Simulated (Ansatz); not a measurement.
Relaxation of the cluster Hg₂TeCl₂ with RKS r2SCAN-D4/def2-SVP.

```sh
$ ansatz run in.yaml --threads 4 --pin off --events-out ev --progress --plain --max-ram 8704MiB
```

```yaml
crystal:
  periodic: [false, false, false]
  atoms:
    - {symbol: Hg, position_ang: [1.786130, -0.421230, 0.993310]}
    - {symbol: Hg, position_ang: [-1.701280, 0.904880, -0.805300]}
    - {symbol: Te, position_ang: [-0.481470, -1.362770, -0.071720]}
    - {symbol: Cl, position_ang: [-3.484850, 1.890030, -1.927340]}
    - {symbol: Cl, position_ang: [3.881460, -1.010910, 1.811050]}
basis:
  gaussian: {orbitals: def2-SVP}
hamiltonian: {xc: r2scan, dispersion: d4}
scf: {lower_state_search: "off"}
output: {orbitals: {seedname: orbitals}}
relax: {f_tol: 0.02, max_steps: 100}
```

It took 14 s on 4 threads of Intel Xeon 6975P-C on a shared host.

Positions (Å) and forces (eV/Å) at steps 1, 2, 3, 4, 5, 6, 7, 8, 9, 10, 12 of 12:

```xyz
5
step=1 energy=-40691.7216 eV
Hg    1.786   -0.421    0.993   -0.459   -0.755   -0.285
Hg   -1.701    0.905   -0.805   -0.039   -0.908   -0.047
Te   -0.481   -1.363   -0.072    0.190    0.852    0.165
Cl   -3.485    1.890   -1.927   -0.070    0.482   -0.033
Cl    3.881   -1.011    1.811    0.378    0.329    0.200
5
step=2 energy=-40691.9777 eV
Hg    1.825   -0.612    0.993    0.730   -0.128    0.228
Hg   -1.823    0.782   -0.880   -0.568    0.467   -0.409
Te   -0.460   -1.232   -0.040   -0.188   -0.646    0.056
Cl   -3.527    2.007   -1.944    0.293    0.034    0.196
Cl    3.985   -0.944    1.871   -0.268    0.273   -0.071
5
step=3 energy=-40692.1081 eV
Hg    1.833   -0.734    0.976    0.315    0.006    0.069
Hg   -1.882    0.703   -0.919   -0.135    0.194   -0.151
Te   -0.525   -1.365   -0.016   -0.082   -0.193    0.035
Cl   -3.442    2.158   -1.917    0.300   -0.136    0.197
Cl    4.016   -0.762    1.877   -0.398    0.130   -0.150
5
step=4 energy=-40692.1959 eV
Hg    1.777   -0.780    0.936    0.086    0.033    0.001
Hg   -1.852    0.630   -0.912    0.004    0.068   -0.036
Te   -0.585   -1.501   -0.002   -0.040   -0.091    0.019
Cl   -3.276    2.237   -1.846    0.183   -0.083    0.112
Cl    3.937   -0.586    1.825   -0.233    0.073   -0.096
5
step=5 energy=-40692.2623 eV
Hg    1.694   -0.791    0.892    0.084   -0.020    0.029
Hg   -1.792    0.565   -0.882   -0.047    0.028   -0.035
Te   -0.641   -1.635    0.004   -0.010   -0.015    0.007
Cl   -3.099    2.287   -1.772    0.153   -0.058    0.084
Cl    3.837   -0.426    1.758   -0.181    0.065   -0.084
5
step=6 energy=-40692.3083 eV
Hg    1.632   -0.828    0.867    0.020    0.023   -0.003
Hg   -1.766    0.497   -0.862    0.015    0.024   -0.005
Te   -0.684   -1.742    0.006   -0.023   -0.051    0.005
Cl   -2.921    2.339   -1.701    0.080   -0.030    0.044
Cl    3.739   -0.265    1.689   -0.092    0.034   -0.042
5
step=7 energy=-40692.3381 eV
Hg    1.567   -0.850    0.839   -0.082   -0.009   -0.031
Hg   -1.729    0.438   -0.839    0.053   -0.061    0.038
Te   -0.727   -1.849    0.009    0.006    0.011   -0.002
Cl   -2.741    2.376   -1.626    0.022    0.025    0.003
Cl    3.630   -0.114    1.617    0.001    0.033   -0.008
5
step=8 energy=-40692.3521 eV
Hg    1.483   -0.852    0.814    0.092   -0.012    0.019
Hg   -1.678    0.382   -0.795   -0.055    0.044   -0.055
Te   -0.766   -1.959    0.000    0.015    0.063    0.017
Cl   -2.559    2.403   -1.557    0.061   -0.081    0.054
Cl    3.520    0.027    1.537   -0.112   -0.015   -0.034
5
step=9 energy=-40692.3525 eV
Hg    1.480   -0.852    0.812    0.095   -0.014    0.021
Hg   -1.674    0.380   -0.793   -0.059    0.044   -0.056
Te   -0.767   -1.963    0.000    0.013    0.057    0.016
Cl   -2.552    2.403   -1.553    0.058   -0.075    0.051
Cl    3.514    0.032    1.534   -0.106   -0.013   -0.032
5
step=10 energy=-40692.3467 eV rejected
Hg    1.454   -0.911    0.796    0.083    0.185    0.012
Hg   -1.685    0.315   -0.800    0.061    0.193    0.000
Te   -0.797   -2.030    0.008   -0.029   -0.078   -0.005
Cl   -2.379    2.443   -1.475    0.006   -0.174    0.029
Cl    3.407    0.183    1.470   -0.121   -0.125   -0.036
5
step=12 energy=-40692.3563 eV
Hg    1.461   -0.870    0.795   -0.001   -0.003    0.001
Hg   -1.664    0.350   -0.796   -0.001   -0.002    0.002
Te   -0.783   -1.998    0.006    0.002    0.003   -0.001
Cl   -2.464    2.414   -1.507    0.002    0.000    0.000
Cl    3.450    0.104    1.503   -0.001    0.001   -0.001
```

In the def2 sets Hg, Te take a core potential; there is no spin–orbit coupling. The structure comes from a short search, and lower isomers may exist.
